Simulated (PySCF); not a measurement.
# Löwdin shares of the frontier orbitals

Compound: (H2In-mu-SH)2.
Z-matrix (Å and degrees, PBE0-D3(BJ)/def2-SVP geometry), rows numbered from 1:
```
In
H   1  1.7131
H   1  1.7181  2  134.83
S   1  2.6231  2  105.14  3  -132.26
In  4  2.6259  1   88.03  2   -98.36
H   5  1.7179  4  106.22  1  -114.84
H   5  1.7134  4  104.41  1    98.51
S   5  2.6215  4   91.47  1    -7.63
H   4  1.3518  1   95.07  2   166.37
H   8  1.3517  1   95.21  2  -166.43
```

The calculation used TDDFT PBE0/def2-SVPD, vertical, gas phase, core orbitals frozen in the response, def2 core potentials past Kr in PySCF. Spin–orbit coupling is left out.

Kohn–Sham orbitals with the atoms that hold most of them (Löwdin shares over 4%, at most four atoms; ? is withheld):

```csv
orbital,ε (eV),atoms
LUMO+2,-0.59,"In1 20%, In5 20%, S8 18%, S4 18%"
LUMO+1,-0.62,"In5 21%, In1 21%, S8 14%, S4 14%"
LUMO,?,?
HOMO,-7.90,"S4 27%, S8 26%, In5 12%, In1 12%"
HOMO-1,-7.92,"S4 42%, S8 42%, In1 5%, In5 4%"
HOMO-2,-8.50,"In1 18%, In5 17%, H3 15%, H6 14%"
HOMO-3,-8.60,"In5 21%, In1 19%, H7 17%, H2 15%"
```

(1) Which atoms hold the LUMO, and with what shares?

(2) What is the LUMO energy, and the HOMO–LUMO gap?

## Answers

(1) In1 (bonded to 2 S and 2 H) 25%; In5 (bonded to 2 S and 2 H) 25%; S8 (bonded to 2 In and H) 15%; S4 (bonded to 2 In and H) 14%. By element: indium 50%, sulfur 29%.

(2) ε(LUMO) = -0.96 eV; the gap is 6.94 eV (0.2549 hartree).

Q: The HOMO–LUMO gap is 6.94 eV. Where does the response calculation put the lowest singlet, and from which orbitals?

A: S1 is at 5.74 eV (f = 0.0000), 1.20 eV below the gap, made of HOMO→LUMO (97%). Without the coupling terms of the response equations the lowest excitation would equal the gap.

Next come S2 at 5.86 eV (f 0.0000), HOMO-1→LUMO (98%); S3 at 6.12 eV (f 0.0097), HOMO-1→LUMO+1 (95%); S4 at 6.15 eV (f 0.0000), HOMO-1→LUMO+2 (94%); S5 at 6.21 eV (f 0.0008), HOMO→LUMO+1 (95%).

One conformer stands for the species.
